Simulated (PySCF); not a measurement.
## InGe⁺: energy against distance

Set-up: In cc-pVDZ-PP with ECP28, Ge cc-pVDZ-PP with ECP10; scalar-relativistic core potentials (PySCF 2.14). Energies in eV from In⁺ + Ge in their ground configurations at the same level. All curves are PBE0. state 1: ³Π (triplet), unpaired electrons σ ↑, π ↑; state 2: Ms = 0 determinant of mixed spin (⟨S²⟩ near 1.0), unpaired electrons σ ↓, π ↑, a second solution, started from another occupation; state 3: triplet, unpaired electrons π ↑↑, a second solution, started from another occupation; state 4: Ms = 0 determinant of mixed spin (⟨S²⟩ near 1.0), unpaired electrons π ↑↓, a second solution, started from another occupation.

```tsv
R (Å)	state 1	state 2	state 3	state 4
2.692	-0.6014	-0.3904	-0.4031	-0.1378
2.817	-0.7328	-0.5104	-0.3924	-0.1259
2.942	-0.8007	-0.5683	-0.3530	-0.0845
3.036	-0.8231	-0.5845	-0.3149	-0.0447
3.130	-0.8283	-0.5845	-0.2746	-0.0024
3.224	-0.8210	-0.5731	-0.2350	0.0393
3.349	-0.7975	-0.5457	-0.1860	0.0913
3.506	-0.7542	-0.4993	-0.1332	0.1477
3.693	-0.6918	-0.4348	-0.0833	0.2017
3.944	-0.6034	-0.3451	-0.0369	0.2528
```

**Question.** Put a parabola through the three lowest points of the state 1 curve and estimate Re, k and ωe (reduced mass 44.98 u; 1 eV/Å² = 0.16022 mdyn/Å; ωe = 1302.8·√(k/μ) cm⁻¹).

**Answer.** Through R = 3.036, 3.13, 3.224 Å the second-order coefficient is 0.707 eV/Å², so Re ≈ 3.122 Å, k ≈ 0.227 mdyn/Å and ωe ≈ 92 cm⁻¹. A polynomial fit of higher order to the unrounded PBE0 energies gives Re = 3.117 Å, k = 0.237 mdyn/Å, ωe = 94.6 cm⁻¹; anharmonicity and rounding make the difference.

The higher-order fit for each curve: state 1: Re = 3.117 Å, ωe = 94.6 cm⁻¹, De = 0.83 eV; state 2: Re = 3.082 Å, ωe = 96.4 cm⁻¹, minimum 0.59 eV below the ground-state fragments. State 3 gave no clean fit. State 4 gave no clean fit.

Closed-shell solutions of metal pairs were not tested for spin polarisation, which can lower them a little. Spin–orbit coupling is left out, which matters for elements this heavy, above all for dissociation energies. For an ion De counts to the pair picked by the measured ionisation energies or electron affinities, which need not be the lowest pair at this level. The state is the lowest determinant that a PBE0 search found; another state may lie lower at other levels.
